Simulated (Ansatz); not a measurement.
tin monoxide (OSn), SMILES [O]=[Sn] (connectivity only; charge and spin as stated), neutral, multiplicity 1.

Coordinates come from a PBE-D3(BJ)/def2-TZVP optimisation. The def2 effective core potentials stand for the cores of Sn; spin–orbit coupling is left out.

Two levels are set side by side: PBE/def2-TZVPD (Ansatz, a quantum-chemistry and plane-wave program) and PBE0/def2-TZVPD (Ansatz). Energy differences of separate SCF runs at the same geometry; the states with an electron removed or added have multiplicity 2 and 2. Differences are taken from unrounded values.

```json
[
 {"quantity": "vertical ionisation energy (eV)", "PBE": "9.95"},
 {"quantity": "vertical electron affinity (eV)", "PBE": "0.45"},
 {"quantity": "vertical singlet–triplet gap (eV)", "PBE": "3.12"}
]
```

Question: These are the PBE values. What does PBE0 give? (The exact figures need the calculation; the answer reports its results.)

Answer: 
```tsv
quantity	PBE0	PBE minus PBE0
vertical ionisation energy (eV)	9.62	0.32
vertical electron affinity (eV)	0.57	-0.12
vertical singlet–triplet gap (eV)	2.68	0.45
```
